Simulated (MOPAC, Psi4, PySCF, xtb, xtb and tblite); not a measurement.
Two geometries of SMILES C(=Cc1ccc[se]1)c1cccnc1, relaxed at GFN2-xTB with one dihedral held; other torsions can differ between them too.

Structure A

```
22

C      0.0602     0.6585     0.4712
C     -0.6382    -0.4099     0.0723
C     -2.0518    -0.4193    -0.1737
C     -2.7965    -1.4994    -0.5701
C     -4.1742    -1.2534    -0.7483
C     -4.5594     0.0253    -0.5016
Se    -3.1444     1.1057     0.0092
C      1.5085     0.6585     0.6459
C      2.3273     1.5192    -0.0839
C      3.6998     1.4350     0.0667
C      4.2122     0.4796     0.9324
N      3.4497    -0.3517     1.6221
C      2.1421    -0.2676     1.4780
H     -0.4451     1.6160     0.5700
H     -0.1342    -1.3579    -0.0738
H     -2.3567    -2.4696    -0.7320
H     -4.8638    -2.0216    -1.0561
H     -5.5555     0.4227    -0.5759
H      1.8863     2.2418    -0.7565
H      4.3590     2.0878    -0.4847
H      5.2782     0.3688     1.0803
H      1.5566    -0.9638     2.0650
```

Structure B

```
22

C      0.0779     0.6431     0.3932
C     -0.6286    -0.4093    -0.0217
C     -2.0543    -0.4194    -0.2063
C     -2.8070    -1.4832    -0.6273
C     -4.1941    -1.2424    -0.7285
C     -4.5779     0.0157    -0.3922
Se    -3.1489     1.0806     0.1142
C      1.5343     0.6300     0.5854
C      2.4107     0.9649    -0.4425
C      3.7742     0.9363    -0.2034
C      4.2141     0.5729     1.0602
N      3.3927     0.2518     2.0448
C      2.0948     0.2806     1.8141
H     -0.4316     1.5766     0.6192
H     -0.1257    -1.3426    -0.2452
H     -2.3678    -2.4382    -0.8636
H     -4.8907    -1.9997    -1.0476
H     -5.5793     0.4067    -0.3986
H      2.0227     1.2404    -1.4131
H      4.4788     1.1897    -0.9805
H      5.2686     0.5348     1.2997
H      1.4608     0.0088     2.6484
```

### Question
Which is lower in energy at the level PBE0-D3(BJ)/def2-SVP // GFN2-xTB in Psi4, and by how much?

### Answer
A is lower, by 2.16 kcal/mol (dihedral C2–C1–C8–C9: 120° in A, 90° in B).

E(B) − E(A) in kcal/mol at the other levels, on the same two geometries: GFN2-xTB (xtb and tblite) 1.81; PBE0/def2-SVP // GFN2-xTB (Psi4) 2.10; PBE/def2-SVP // GFN2-xTB (Psi4) 2.42; PBE-D3(BJ)/def2-SVP // GFN2-xTB (Psi4) 2.49; PM6, restricted, heats of formation // GFN2-xTB (MOPAC) 0.07; PM7, restricted, heats of formation // GFN2-xTB (MOPAC) 0.20; GFN1-xTB // GFN2-xTB (xtb) 1.67; restricted B3LYP/6-31G*, spherical d, density fitting // GFN2-xTB (PySCF) 2.14; restricted Hartree-Fock/STO-3G // GFN2-xTB (PySCF) 1.58; restricted LDA (SVWN5)/6-31G*, spherical d, density fitting // GFN2-xTB (PySCF) 2.80.
